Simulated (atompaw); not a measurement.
# Re: one change to a PAW (atompaw) potential, before and after

* Element: rhenium
* Generator: atompaw 4.2.0.5
* Type: PAW
* Functional: LDA (PW92)
* Relativity: non-relativistic
* Frozen core: [Kr] 4d10
* Valence charge: 29
* Reference configuration: 4f14 5s2 5p6 5d5 6s2 6p0
* Partial waves: 5s (bound): rc 2.05 bohr; 6s (bound): rc 2.10 bohr; 5p (bound): rc 1.40 bohr; 6p (bound, empty): rc 2.10 bohr; 5d (bound): rc 2.10 bohr; 5d channel at 1.3 Ry: rc 2.10 bohr; 4f (bound): rc 0.95 bohr; 4f channel at -0.4 Ry: rc 0.95 bohr
* Local potential: troulliermartins scheme with l = 4 at 0 Ry, radius 1.45 bohr
* Core correction: smooth core density matched at 1.30 bohr
* Augmentation charge: sinc compensation charge, radius 1.90 bohr; PAW radius 2.10 bohr; waves and projectors: custom polynom gramschmidtortho

Change: wave 6s (bound): rc 2.10 bohr becomes 6s (bound): rc 1.60 bohr.

Cutoffs: the cutoffs (Ry, on a coarse ladder) from which the occupation-weighted sum of valence levels, in a spherical-Bessel basis at the reference potential, stays within 10 and 1 mRy of its value at 400 Ry; they do not see the model core or the augmentation charge, which bear on the density cutoff.

Task: What does the change do?

Result: A bound ghost appears in s, which as a rule spoils a file; the range in which the s phases agree widens (upper end 1.8 → at the end of the scan).

```csv
quantity,base,changed
"cutoff, loose",300 Ry,300 Ry
"cutoff, tight",over 300 Ry,over 300 Ry
bound ghosts,none,s
s: phases at 2.10 bohr within 0.05 rad from the reference energy up to (Ry; the scan ends near 5),1.8,to the end of the scan
p: phases at 2.10 bohr within 0.05 rad from the reference energy up to (Ry; the scan ends near 5),1.7,1.7
d: phases at 2.10 bohr within 0.05 rad from the reference energy up to (Ry; the scan ends near 5),to the end of the scan,to the end of the scan
f: phases at 2.10 bohr within 0.05 rad from the reference energy up to (Ry; the scan ends near 5),to the end of the scan,to the end of the scan
lowest overlap eigenvalue by channel,"s 0.64, p 0.65, d 0.91, f 0.99","s 0.30, p 0.65, d 0.91, f 0.99"
```

 A true bound ghost makes a file unfit for plane-wave use even where its test errors are small: the radial tests pick states by their node count and pass the ghost by. The cutoffs see the waves, projectors and local potential, not the compensation charge or the core.
